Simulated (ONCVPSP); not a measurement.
# What one change does to a pseudopotential (P, ONCV)

* Element: P (Z = 15)
* Generator: ONCVPSP 4.0.1
* Type: optimised norm-conserving Vanderbilt (ONCV)
* Functional: PBE
* Relativity: scalar-relativistic
* Frozen core: [Ne]
* Valence charge: 5
* Reference configuration: 3s2 3p1 (charge +2)
* Partial waves: 3s: rc 1.65 bohr, ncon 5, nbas 10, qcut 3.3 1/bohr, 2 projectors, debl 2.7 Ha; 3p: rc 1.45 bohr, ncon 3, nbas 7, qcut 5.4 1/bohr, 3 projectors, debl 1.7 Ha
* Local potential: polynomial inside 1.40 bohr (lpopt 5, dvloc0 0 Ha)
* Core correction: polynomial model core, fcfact 0.45

Change: core correction polynomial model core, fcfact 0.08.

Cutoffs: the cutoffs (Ha) at which the residual kinetic energy of the hardest occupied pseudo-wave falls to 1 and 0.1 mHa per electron; they do not see the model core or the augmentation charge, which bear on the density cutoff. Errors are all-electron minus pseudo energies relative to the spin-unpolarised reference configuration.

Task: How do hardness, ghosts and transferability respond?

Result: The potential gets neither clearly harder nor softer (62 Ha and 104 Ha → 62 Ha and 104 Ha); both files keep a bound ghost (p); of the 4 tests that both files solve, the error grows in 2 and shrinks in 0 by more than 15 % and 0.3 meV (median size 14.6 → 16.3 meV). A model core, the more so a compact one, raises the density cutoff, which this test does not measure.

```csv
quantity,base,changed
"cutoff, loose",62 Ha,62 Ha
"cutoff, tight",104 Ha,104 Ha
bound ghosts,p,p
GHOST(+) flags under 300 eV,s at 167.8 eV,s at 167.8 eV
"error for 3s2 3p3, meV [ΔE -28.88 eV]",+16,+16
"error for 3s2 3p2, meV [ΔE -19.15 eV]",+7.6,+7.9
"error for 3s2 3p0, meV [ΔE 29.74 eV]",+13,+16
"error for 3s1 3p0, meV [ΔE 81.74 eV]",+48,+96
s: phases at 1.68 bohr within 0.05 rad from the reference energy up to (Ha; the scan ends near 5),3.6,3.6
p: phases at 1.47 bohr within 0.05 rad from the reference energy up to (Ha; the scan ends near 5),to the end of the scan,to the end of the scan
"rms error of d²Exc/dni dnj with the model core, mHa",0.42,0.73
```

 A true bound ghost makes a file unfit for plane-wave use even where its test errors are small: the radial tests pick states by their node count and pass the ghost by.
